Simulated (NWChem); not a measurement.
System: GeH$_{3}$Br; SMILES [GeH3][Br]

NWChem input:

```
start job
memory heap 200 mb stack 900 mb global 1100 mb
geometry units angstroms noautosym nocenter noautoz
  Ge     0.000000     0.000000    -1.112376
  Br     0.000000     0.000000     1.200250
  H      1.216209     0.814590    -1.571279
  H     -1.313560     0.645973    -1.571279
  H      0.097351    -1.460563    -1.571279
end
basis spherical
  Ge library pcsseg-1
  Br library pcsseg-1
  H library pcsseg-1
end
dft
  xc slater vwn_5
  iterations 150
end
property
  shielding 3 1 2 3
end
task dft property
```

Geometry: optimised at PBE0/def2-SVP.

GIAO values for the isolated, static molecule; σ is the absolute isotropic shielding, δ = σ(reference) − σ with the isolated reference molecule computed at the same levels (1H: tetramethylsilane). Spin-orbit effects, on the heavy nuclei and on their neighbours, are missing.

Atoms are numbered as in the input.

Question: Give the results of this calculation. (LDA (Slater exchange, VWN5)/pcSseg-1, GIAO.) Quantities: σ Ge1 (ppm); σ Br2 (ppm); δ H3 (ppm).

Answer: 
| Property | Result |
|---|---|
| σ Ge1 (ppm) | 1347.1 |
| σ Br2 (ppm) | 2790.6 |
| δ H3 (ppm) | 5.58 |
